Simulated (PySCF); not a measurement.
Isomers of C3H14N2SSi2, mass 166.042 u with the commonest isotopes. Computed with PBE0/pcSseg-1 in PySCF (dipole) on a GFN2-xTB geometry, gas phase. One conformer each, none proved a minimum here; rigid rotors.

Question: Order these by rotational constant B, smallest first.
A. `[CH3:1][CH2:2][Si@@:3]([NH2:4])([SH:5])[NH:6][SiH2:7][CH3:8]` with C1–C2–Si3–N4 -55°, C2–Si3–N4–H 162° and -58°, C2–Si3–S5–H -61°, C2–Si3–N6–Si7 -33°, Si3–N6–Si7–C8 176°
B. `[CH3:1][SiH2:2][S:3][Si@@H:4]([NH2:5])[N:6]([CH3:7])[CH3:8]` with C1–Si2–S3–Si4 170°, Si2–S3–Si4–N5 43°, S3–Si4–N5–H -67° and 69°, S3–Si4–N6–C7 -174°
C. `[CH3:1][CH2:2][NH:3][Si@@H:4]([NH:5][SiH3:6])[S:7][CH3:8]` with C1–C2–N3–Si4 88°, C2–N3–Si4–N5 67°, N3–Si4–N5–Si6 -59°, N3–Si4–S7–C8 71°
D. `[CH3:1][S:2][Si@H:3]([CH2:4][CH2:5][NH2:6])[SiH2:7][NH2:8]` with C1–S2–Si3–C4 171°, S2–Si3–C4–C5 52°, Si3–C4–C5–N6 176°, C4–C5–N6–H 63° and -179°, S2–Si3–Si7–N8 163°
E. `[CH3:1][CH2:2][Si@@H:3]([NH:4][CH3:5])[S:6][SiH2:7][NH2:8]` with C1–C2–Si3–N4 174°, C2–Si3–N4–C5 -59°, C2–Si3–S6–Si7 172°, Si3–S6–Si7–N8 169°, S6–Si7–N8–H 26° and 169°

Answer: B (592.3 MHz), A (651.0 MHz), E (686.1 MHz), D (782.9 MHz), C (820.2 MHz).

Question: Order these by dipole moment, smallest first.
A. `[CH3:1][CH2:2][Si@@:3]([NH2:4])([SH:5])[NH:6][SiH2:7][CH3:8]` with C1–C2–Si3–N4 -55°, C2–Si3–N4–H 162° and -58°, C2–Si3–S5–H -61°, C2–Si3–N6–Si7 -33°, Si3–N6–Si7–C8 176°
B. `[CH3:1][SiH2:2][S:3][Si@@H:4]([NH2:5])[N:6]([CH3:7])[CH3:8]` with C1–Si2–S3–Si4 170°, Si2–S3–Si4–N5 43°, S3–Si4–N5–H -67° and 69°, S3–Si4–N6–C7 -174°
C. `[CH3:1][CH2:2][Si@@H:3]([NH:4][CH3:5])[S:6][SiH2:7][NH2:8]` with C1–C2–Si3–N4 174°, C2–Si3–N4–C5 -59°, C2–Si3–S6–Si7 172°, Si3–S6–Si7–N8 169°, S6–Si7–N8–H 26° and 169°
D. `[CH3:1][CH2:2][NH:3][Si@@H:4]([NH:5][SiH3:6])[S:7][CH3:8]` with C1–C2–N3–Si4 88°, C2–N3–Si4–N5 67°, N3–Si4–N5–Si6 -59°, N3–Si4–S7–C8 71°
E. `[CH3:1][N:2]([CH3:3])[Si@@H:4]([CH3:5])[S:6][SiH2:7][NH2:8]` with C1–N2–Si4–C5 50°, N2–Si4–S6–Si7 -170°, Si4–S6–Si7–N8 76°, S6–Si7–N8–H 175° and 36°
F. `[CH3:1][S:2][Si@H:3]([CH2:4][CH2:5][NH2:6])[SiH2:7][NH2:8]` with C1–S2–Si3–C4 171°, S2–Si3–C4–C5 52°, Si3–C4–C5–N6 176°, C4–C5–N6–H 63° and -179°, S2–Si3–Si7–N8 163°

Answer: C (0.99 D), B (1.26 D), F (1.46 D), E (1.82 D), D (1.98 D), A (2.54 D).

Question: Order these by radius of gyration √(Σ m r²/M), smallest first.
A. `[CH3:1][N:2]([CH3:3])[Si@@H:4]([CH3:5])[S:6][SiH2:7][NH2:8]` with C1–N2–Si4–C5 50°, N2–Si4–S6–Si7 -170°, Si4–S6–Si7–N8 76°, S6–Si7–N8–H 175° and 36°
B. `[CH3:1][SiH2:2][S:3][Si@@H:4]([NH2:5])[N:6]([CH3:7])[CH3:8]` with C1–Si2–S3–Si4 170°, Si2–S3–Si4–N5 43°, S3–Si4–N5–H -67° and 69°, S3–Si4–N6–C7 -174°
C. `[CH3:1][CH2:2][Si@@:3]([NH2:4])([SH:5])[NH:6][SiH2:7][CH3:8]` with C1–C2–Si3–N4 -55°, C2–Si3–N4–H 162° and -58°, C2–Si3–S5–H -61°, C2–Si3–N6–Si7 -33°, Si3–N6–Si7–C8 176°
D. `[CH3:1][S:2][Si@H:3]([CH2:4][CH2:5][NH2:6])[SiH2:7][NH2:8]` with C1–S2–Si3–C4 171°, S2–Si3–C4–C5 52°, Si3–C4–C5–N6 176°, C4–C5–N6–H 63° and -179°, S2–Si3–Si7–N8 163°
E. `[CH3:1][CH2:2][SiH2:3][S:4][Si:5]([CH3:6])([NH2:7])[NH2:8]` with C1–C2–Si3–S4 -178°, C2–Si3–S4–Si5 -57°, Si3–S4–Si5–C6 -49°, S4–Si5–N7–H 38° and 173°, S4–Si5–N8–H -58° and 75°

Answer: E (2.362 Å), A (2.391 Å), C (2.429 Å), B (2.483 Å), D (2.530 Å).

```
                 SMILES  point group  Ia (u·Å²)  Ib (u·Å²)  Ic (u·Å²)      κ  μa (D)  μb (D)  μc (D)
 CC[Si@@](N)(S)N[SiH2]C           C1     319.44     776.30     864.02  -0.87    0.74    0.91    2.26
  CCN[Si@@H](N[SiH3])SC           C1     407.25     616.17     953.59  -0.18    0.11    1.98    0.10
CN(C)[Si@@H](C)S[SiH2]N           C1     221.85     764.53     911.98  -0.88    0.42    1.68    0.55
C[SiH2]S[Si@@H](N)N(C)C           C1     190.87     853.27    1002.64  -0.92    0.13    1.12    0.55
  CC[Si@@H](NC)S[SiH2]N           C1     325.33     736.59     990.46  -0.66    0.10    0.97    0.16
   CC[SiH2]S[Si](C)(N)N           C1     273.11     747.76     831.96  -0.89    0.83    1.70    0.46
   CS[Si@H](CCN)[SiH2]N           C1     443.50     645.48    1037.15  -0.09    1.23    0.65    0.44
```
